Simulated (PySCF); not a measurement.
H₂O₃Ti, SMILES [O]=[Ti]([OH])[OH], multiplicity 1.

Geometry: PBE0-D3(BJ)/def2-SVP. The multiplicity is an assumed one; other spin states were not compared. The values are those of a single conformer.

Two levels are set side by side: TDA-PBE/def2-SVPD (PySCF) and TDA-CAM-B3LYP/def2-SVPD (PySCF). Vertical, same geometry. The lowest singlet is HOMO→LUMO 95 % with PBE and HOMO−2→LUMO 81 %, HOMO−1→LUMO 14 % with the other functional; states are paired by order. Differences are taken from unrounded values.

| quantity | TDA-CAM-B3LYP |
|---|---|
| lowest singlet excitation (eV) | 4.60 |
| lowest triplet excitation (TDA) (eV) | 4.24 |

Q: What does TDA-PBE give, and how far is it from TDA-CAM-B3LYP? (Estimate from the structure and the level; the computed values follow.)

A: 
```csv
quantity,TDA-PBE,TDA-PBE minus TDA-CAM-B3LYP
lowest singlet excitation (eV),4.17,-0.44
lowest triplet excitation (TDA) (eV),3.86,-0.37
```

A lower first singlet is the usual sign of a functional without exact exchange. Differences between two approximate levels are no errors against the true value.

Rough cost on one machine, each run with all the roots and properties that it gave: TDA-CAM-B3LYP against TDA-PBE about 4 times.
